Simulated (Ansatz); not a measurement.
Ansatz (a program for electronic structure) input (RI-MP2/cc-pV(Q+d)Z):
A basis named .json is the Basis Set Exchange file of that set.

Ansatz 0.2 input:
```yaml
crystal:
  periodic: [false, false, false]
  atoms:
    - {symbol: C, position_ang: [-3.71588591, -0.42392176, -0.07768194]}
    - {symbol: C, position_ang: [-2.41756925, -0.83825761, 0.50928584]}
    - {symbol: C, position_ang: [-1.20161658, -0.28887500, -0.23943464]}
    - {symbol: C, position_ang: [0.11826500, -0.70080328, 0.40130115]}
    - {symbol: C, position_ang: [1.36194998, -0.21560799, -0.32454574]}
    - {symbol: C, position_ang: [2.64973599, -0.76049925, 0.26039812]}
    - {symbol: Cl, position_ang: [1.43095271, 1.61335379, -0.29205688]}
    - {symbol: H, position_ang: [-3.80014978, 0.50285475, -0.62985861]}
    - {symbol: H, position_ang: [-4.62488316, -0.96713500, 0.14035838]}
    - {symbol: H, position_ang: [-2.36283841, -1.93244386, 0.56023706]}
    - {symbol: H, position_ang: [-2.35738573, -0.50524773, 1.55959442]}
    - {symbol: H, position_ang: [-1.26294959, 0.80084933, -0.27702420]}
    - {symbol: H, position_ang: [-1.22910239, -0.63814009, -1.27643266]}
    - {symbol: H, position_ang: [0.17826811, -1.79518024, 0.43374766]}
    - {symbol: H, position_ang: [0.15870766, -0.35611578, 1.43882959]}
    - {symbol: H, position_ang: [1.29418326, -0.45386087, -1.38575247]}
    - {symbol: H, position_ang: [3.51815121, -0.37921233, -0.27483034]}
    - {symbol: H, position_ang: [2.74303487, -0.48443734, 1.31148081]}
    - {symbol: H, position_ang: [2.64949273, -1.85115591, 0.18868026]}
basis:
  gaussian:
    orbitals: cc-pV_Q+d_Z.json
    fitting: {mean_field: def2-universal-jkfit, correlation: cc-pVQZ-RIFIT.json}
magnetization: {spin_polarized: true, initial_magnetization: 1}
correlation: {method: mp2, electrons: outside_noble_gas}
```

Output:

```
Functional definition: HF
integrals: 2.79 GiB planned
794 factors; integrals over basis functions are off by at most 3.9e0 eV
2.70 GiB of device memory are held for the factors and their scratch space
mean field: 5.68 GiB planned
mean field evaluation 1: about -18873.3849 eV, gradient 2.9e1 eV
mean field evaluation 2: about -18877.9610 eV, gradient 1.0e1 eV
mean field evaluation 4: about -18878.6753 eV, gradient 8.2e-1 eV
mean field evaluation 8: about -18878.6848 eV, gradient 2.0e-6 eV
mean field -18878.68475139 eV, -693.7788681813 hartree, gradient 2.0e-6 eV, S^2 0.763363; 0 other end points of the search recorded, 0 dependent functions left out
11 core orbitals not correlated
1610 factors; their error is unknown
reference -18878.68475139 eV, -693.7788681813 hartree; 22, 21 occupied and 721, 722 virtual orbitals, 1610 factors
second order -35.12001728 eV of doubles, -0.00000000 eV of singles
Total energy: -18913.80476867 eV, -695.0695050113 hartree
```

It need not be the lowest isomer of its formula.
